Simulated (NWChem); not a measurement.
# C₂H₄AuN; SMILES CC#[N]->[AuH]

def2 effective core potentials on Au; no spin-orbit coupling.

Q: Give the equilibrium geometry at PBE-D3(BJ)/def2-SVP with def2 effective core potentials on Au (NWChem) as an XYZ file, with the point group.

A: point group C3v; any orientation.
```
8

Au     0.0669    -0.8845     0.0002
H      0.0317    -2.4622     0.0002
C      0.1672     3.8162    -0.0001
C      0.1384     2.3647     0.0000
N      0.1125     1.1969     0.0000
H      1.2099     4.1789     0.0980
H     -0.4288     4.2092     0.8478
H     -0.2588     4.2058    -0.9463
```
